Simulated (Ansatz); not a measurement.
Molecule: GeI2, net charge 1, doublet state. 
Geometry from a B3LYP-D3(BJ)/def2-TZVP (Ansatz, a quantum-chemistry and plane-wave program) optimisation:
```xyz
3

Ge     0.0032    -0.0016     0.9371
I      1.0727    -1.8719    -0.2897
I     -1.0746     1.8728    -0.2761
```
Charge +1, spin multiplicity 2.

Total electronic energies in hartree. Valence correlation only, unless marked. UHF or UKS for open shells. No spin-orbit coupling. The frozen core is the preceding noble-gas configuration, with the filled d and f shells of earlier blocks. Past Kr the def2 sets carry scalar-relativistic core potentials. STO-3G rows are all-electron and non-relativistic. Basis-set limits of correlation are two-point, X^-3; Hartree-Fock from the larger set. The bracket is a focal-point correction in the basis named.

```csv
level,program,energy (Eh)
HF/def2-SVPD,Ansatz,-2668.18589
HF/def2-TZVPPD,Ansatz,-2668.47288
PBE/def2-TZVPD,Ansatz,-2671.85469
PBE-D3(BJ)/def2-TZVPD,Ansatz + dftd3,-2671.85890
BLYP-D4/def2-TZVPD,Ansatz + dftd4,-2672.15796
B3LYP-D4/def2-TZVPD,Ansatz + dftd4,-2672.42484
PBE0-D4/def2-TZVPD,Ansatz + dftd4,-2671.95076
BHLYP-D3(BJ)/def2-TZVPD,Ansatz + dftd3,-2672.07204
BHLYP-D4/def2-TZVPD,Ansatz + dftd4,-2672.07117
r2SCANh-D4/def2-TZVPD,Ansatz + dftd4,-2672.37563
LC-wPBE/def2-TZVPD,Ansatz,-2671.95068
B2GP-PLYP-D3(BJ)/def2-TZVPD,Ansatz + dftd3,-2670.92706
B2GP-PLYP-D4/def2-TZVPD,Ansatz + dftd4,-2670.91813
MP2/STO-3G,Ansatz,-15753.03726
MP2/def2-SVPD,Ansatz,-2668.44774
RI-MP2/def2-TZVPPD,Ansatz,-2668.81310
"RI-MP2/CBS(def2-TZVPP,def2-QZVPP)",Ansatz,-2668.9281
SCS-MP2/STO-3G,Ansatz,-15753.03754
SCS-MP2/def2-TZVPP,Ansatz,-2668.80488
CCSD/def2-TZVPP,Ansatz,-2668.84494
CCSD(T)/STO-3G,Ansatz,-15753.05533
"RI-MP2/CBS(def2-TZVPP,def2-QZVPP)+[CCSD(T)-MP2]/def2-TZVPP",Ansatz,-2668.9830
"RI-MP2/CBS(def2-TZVPPD,def2-QZVPPD)+[CCSD(T)-MP2]/def2-TZVPPD",Ansatz,-2668.9826
```

Totals of different functionals don't rank their quality; only differences between species are comparable.
